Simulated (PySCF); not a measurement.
Method: B3LYP-D3(BJ)/def2-TZVP // TPSS-D3(BJ)/def2-SVP in PySCF 2.14.0. Gas-phase values, no solvent. One relaxed conformer stands for a flexible species; it need not be the lowest. B3LYP has the VWN-RPA correlation part, as in Gaussian. 

Reference species: [Zn(F)(OH)] (neutral, multiplicity 1).

| Property | Value |
|---|---|
| LUMO | -1.91 eV |
| HOMO–LUMO gap | 6.64 eV |
| charge on the central atom (Mulliken) | 0.77 e |
| coordination number | 2 |

Changed species: [Zn(OH)2] (2 of 2 F replaced by OH; the reference has 1 of 2 F replaced by OH).

### Question
Predict the effect on the LUMO, HOMO–LUMO gap, charge on the central atom (Mulliken) and coordination number.

### Answer
the LUMO rises by 0.34 eV, to -1.57 eV; the HOMO–LUMO gap falls by 0.33 eV, to 6.31 eV; the charge on the central atom (Mulliken) drops by 0.16 e, to 0.61 e; the coordination number stays essentially unchanged.
